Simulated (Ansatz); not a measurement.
Molecule: tert-butyl(trifluoro)silane, C$_{4}$H$_{9}$F$_{3}$Si, charge 0, multiplicity 1. 
Geometry from a B3LYP-D3(BJ)/def2-TZVP (Ansatz, a program for electronic structure) optimisation:
```
C
C 1 1.5393
H 2 1.0915 1 111.80
H 2 1.0915 3 108.14 1 -123.51
H 2 1.0937 3 107.72 4 -116.16
C 1 1.5393 2 109.80 3 58.89
H 6 1.0915 1 111.80 2 -58.89
H 6 1.0915 7 108.14 1 123.51
H 6 1.0937 7 107.72 8 116.16
C 1 1.5393 2 109.80 3 179.70
H 10 1.0915 1 111.80 2 58.89
H 10 1.0915 11 108.14 1 -123.51
H 10 1.0937 11 107.72 12 -116.16
Si 1 1.8546 2 109.14 3 -60.71
F 14 1.5875 1 111.98 2 60.00
F 14 1.5875 15 106.85 1 122.96
F 14 1.5875 15 106.85 16 114.09
```

Quantity: atomisation energy (electronic, to ground-state atoms), in eV. Correlated levels leave the core frozen unless marked. Open shells are spin-unrestricted. No spin-orbit coupling. Non-relativistic. The coupled-cluster limit lacks core correlation, which all-electron functionals hold. CBS marks a two-point X^-3 extrapolation of the correlation energy; Hartree-Fock from the larger set. The bracket is a focal-point correction in the basis named.

```json
[
 {"level": "HF/6-31G", "program": "Ansatz", "atomisation energy (eV)": "50.04"},
 {"level": "HF/aug-cc-pV(T+d)Z", "program": "Ansatz", "atomisation energy (eV)": "55.83"},
 {"level": "PBE/def2-TZVPD", "program": "Ansatz", "atomisation energy (eV)": "74.07"},
 {"level": "BLYP-D3(BJ)/def2-TZVPD", "program": "Ansatz + dftd3", "atomisation energy (eV)": "72.90"},
 {"level": "BLYP-D4/def2-TZVPD", "program": "Ansatz + dftd4", "atomisation energy (eV)": "72.96"},
 {"level": "r2SCAN/def2-TZVPD", "program": "Ansatz", "atomisation energy (eV)": "73.50"},
 {"level": "PBE0/def2-TZVPD", "program": "Ansatz", "atomisation energy (eV)": "73.09"},
 {"level": "BHLYP-D3(BJ)/def2-TZVPD", "program": "Ansatz + dftd3", "atomisation energy (eV)": "71.50"},
 {"level": "HSE06-D3(BJ)/def2-TZVPD", "program": "Ansatz + dftd3", "atomisation energy (eV)": "73.44"},
 {"level": "CAM-B3LYP-D3(BJ)/def2-TZVPD", "program": "Ansatz + dftd3", "atomisation energy (eV)": "73.72"},
 {"level": "CAM-B3LYP-D4/def2-TZVPD", "program": "Ansatz + dftd4", "atomisation energy (eV)": "73.76"},
 {"level": "LC-wPBE-D4/def2-TZVPD", "program": "Ansatz + dftd4", "atomisation energy (eV)": "73.84"},
 {"level": "wB97M-V/def2-TZVPD", "program": "Ansatz", "atomisation energy (eV)": "73.57"},
 {"level": "B2GP-PLYP-D4/def2-TZVPD", "program": "Ansatz + dftd4", "atomisation energy (eV)": "72.75"},
 {"level": "B2PLYP-D4/def2-TZVPD", "program": "Ansatz + dftd4", "atomisation energy (eV)": "72.86"},
 {"level": "MP2/aug-cc-pV(T+d)Z", "program": "Ansatz", "atomisation energy (eV)": "73.93"},
 {"level": "SCS-MP2/STO-3G", "program": "Ansatz", "atomisation energy (eV)": "68.67"},
 {"level": "SCS-MP2/6-31G*", "program": "Ansatz", "atomisation energy (eV)": "68.45"},
 {"level": "CCSD/STO-3G", "program": "Ansatz", "atomisation energy (eV)": "69.14"},
 {"level": "CCSD(T)/6-31G", "program": "Ansatz", "atomisation energy (eV)": "61.48"},
 {"level": "RI-MP2/CBS(aug-cc-pV(T+d)Z,aug-cc-pV(Q+d)Z)+[CCSD(T)-MP2]/aug-cc-pV(T+d)Z", "program": "Ansatz", "atomisation energy (eV)": "73.81"}
]
```
